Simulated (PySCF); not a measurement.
**Single point on CuH**

State: ¹Σ⁺ (singlet), closed shell.

An equivalent input (the run itself took its basis sets from the Basis Set Exchange, started from a PBE0 density and held the occupation σ 7α 7β, πx 3α 3β, πy 3α 3β, δx 1α 1β, δy 1α 1β):

```python
from pyscf import gto, dft
mol = gto.M(atom='Cu 0 0 0; H 0 0 1.482', basis={'Cu': 'def2-TZVPP', 'H': 'def2-TZVPP'},
            charge=0, spin=0, verbose=4, symmetry='C2v')
mf = dft.UKS(mol, xc='B3LYP')
mf.grids.atom_grid = (80, 434)
mf.grids.prune = dft.gen_grid.treutler_prune
mf.irrep_nelec = {'A1': (8, 8), 'A2': (1, 1), 'B1': (3, 3), 'B2': (3, 3)}
mf.conv_tol = 1e-9
mf.max_cycle = 60
mf.diis_space = 10
mf.kernel()
```

The log (some set-up lines and the per-cycle HOMO/LUMO lines removed):

```
******** <class 'pyscf.dft.uks_symm.SymAdaptedUKS'> ********
method = SymAdaptedUKS
damping factor = 0
level_shift factor = 0
DIIS = <class 'pyscf.scf.diis.CDIIS'>
diis_start_cycle = 1
diis_space = 10
diis_damp = 0
SCF conv_tol = 1e-09
SCF conv_tol_grad = None
SCF max_cycles = 60
number electrons alpha = 15  beta = 15
Set gradient conv threshold to 3.16228e-05
init E= -1641.14349333232
cycle= 1 E= -1641.14329856682  delta_E= 0.000195  |g|= 0.0651  |ddm|= 0.0464
cycle= 2 E= -1641.13765519394  delta_E= 0.00564  |g|= 0.202  |ddm|= 0.0719
cycle= 3 E= -1641.14402418229  delta_E= -0.00637  |g|= 0.00658  |ddm|= 0.0506
cycle= 4 E= -1641.14403820081  delta_E= -1.4e-05  |g|= 0.00186  |ddm|= 0.00486
cycle= 5 E= -1641.14403925694  delta_E= -1.06e-06  |g|= 0.000443  |ddm|= 0.00122
cycle= 6 E= -1641.14403929936  delta_E= -4.24e-08  |g|= 3.98e-05  |ddm|= 0.000347
cycle= 7 E= -1641.14403930096  delta_E= -1.6e-09  |g|= 1.05e-05  |ddm|= 6.87e-05
cycle= 8 E= -1641.14403930103  delta_E= -6.73e-11  |g|= 9.53e-07  |ddm|= 1.95e-05
Extra cycle  E= -1641.14403930102  delta_E= 3.18e-12  |g|= 2.03e-06  |ddm|= 2.09e-06
converged SCF energy = -1641.14403930102  <S^2> = -1.7763568e-14  2S+1 = 1
```

Repeating this along the bond gives Re = 1.478 Å and ωe = 1873 cm⁻¹.

A point of this curve took 1.3 CPU seconds beside 0.33 for the integrals, on Intel Xeon Platinum 8488C (shared host).
